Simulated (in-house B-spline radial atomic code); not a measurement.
A calculation on the fluorine ion F²⁺: its settings, and results tabulated from the run. Level of theory: non-relativistic PBE, spin-polarised, spherical fractional occupations, point nucleus, inside a hard spherical wall at 1.6 bohr; calculated with a B-spline radial code for spherical atoms.

Command:
```bash
python run_scf.py task.json out
```
Settings:
```
Z                9
configuration    [He] 2s2 2p3
hamiltonian      nr
method           pbe,pbe
spin_polarised   True
wall_radius      1.6
```

Output (hartree, bohr):
```
 radial grid: 32 intervals, B-splines of order 8, outer radius 1.6 bohr

 iter        energy (Eh)    residual
    1         -95.168518    1.55e-01
    2         -95.703884    2.82e-02
    3         -95.718714    1.15e-02
    4         -95.721140    4.79e-03
    5         -95.721603    8.57e-04
    6         -95.721620    1.09e-05
    7         -95.721620    2.24e-07
    8         -95.721620    1.36e-08

 total energy                       -95.72162
 kinetic                             106.0304
 electron-nucleus                   -233.9470
 Hartree                              42.3018
 exchange-correlation                -10.1068

 orbital      occ     eigenvalue          <r>       <r^2>       <1/r>     <1/r^2>     <1/r^3>       r_max
 1s up      1.000       -25.0911     0.177388   0.0425263     8.58388     149.819           -      0.1148
 1s down    1.000       -24.9640     0.176594   0.0421052     8.61227     150.625           -      0.1146
 2s up      1.000        -1.7434     0.769891    0.667774     1.83942     13.6074           -      0.7124
 2s down    1.000        -1.4260     0.776701    0.678637     1.81097     13.1121           -        0.72
 2p up      3.000        -1.0380     0.709771    0.580464     1.71586     3.90988     13.7114      0.6256
```

Time taken, with all properties: 0.04 s on 1 thread of Arm Neoverse N1 (shared host).
